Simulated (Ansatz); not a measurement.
`[NH2][GeH2][SnH3]` → `[GeH2]` + `[NH2][SnH3]` at 298.15 K and 1 bar (germylene formation by 1,1-elimination).

Gas-phase electronic energies from Ansatz, PBE0-D4/def2-TZVP geometries. CCSD(T)/CBS is the MP2 limit (def2-TZVPP, def2-QZVPP) plus CCSD(T) − MP2 in def2-TZVPP, frozen cores. def2 core potentials past Kr. For Ge, Sn outer-core shells are correlated without core-valence functions, which leaves a few kJ/mol of doubt a bond. Scalar relativity is left out up to krypton. One conformer a species, not always the lowest.

```json
{"species": "`[NH2][GeH2][SnH3]`", "CCSD(T)/CBS energy (Eh)": "-2349.04588", "H − E (kJ/mol)": "184.2", "S (J/(mol·K))": "365.7"}
{"species": "`[GeH2]`", "CCSD(T)/CBS energy (Eh)": "-2077.24753", "H − E (kJ/mol)": "38.7", "S (J/(mol·K))": "220.4"}
{"species": "`[NH2][SnH3]`", "CCSD(T)/CBS energy (Eh)": "-271.71442", "H − E (kJ/mol)": "133.6", "S (J/(mol·K))": "290.3"}
```

H − E and S are ideal-gas, rigid-rotor, harmonic terms from PBE0-D4/def2-TZVP, for one conformer and one mirror image of each species. 1 Eh = 2625.50 kJ/mol, R = 8.31446 J/(mol·K).

By hand: ΔE, ΔH, ΔS and ΔG.

ΔE = (-2077.24753) + (-271.71442) − (-2349.04588) = 0.08393 Eh = 220.4 kJ/mol. Δ(H − E) = 38.7 + 133.6 − 184.2 = -11.9, so ΔH = 208.5 kJ/mol. ΔS = 220.4 + 290.3 − 365.7 = 145.0 J/(mol·K). ΔG = 208.5 − 298.15 × (145.0)/1000 = 165.3 kJ/mol.

By hand: the equilibrium constant, and the temperature at which ΔG would vanish if ΔH and ΔS stayed fixed.

log₁₀ K = −ΔG/(RT ln 10) = -29.0. ΔG = 0 at ΔH/ΔS = 1438 K.

The number of gas molecules changes by +1, which sets the sign of ΔS. A doubt of 5 kJ/mol in ΔE shifts log₁₀ K by 0.9 here. Other conformers and mirror images would add mixing entropy, several J/(mol·K) or more a flexible species. Modes under 60 cm⁻¹, often nearly free rotors, make the harmonic entropy too high. These are equilibria of isolated gas molecules and say nothing of rates. Largest T1 diagnostic: 0.013 (customary marks: 0.02 for closed shells, 0.045 for open ones).
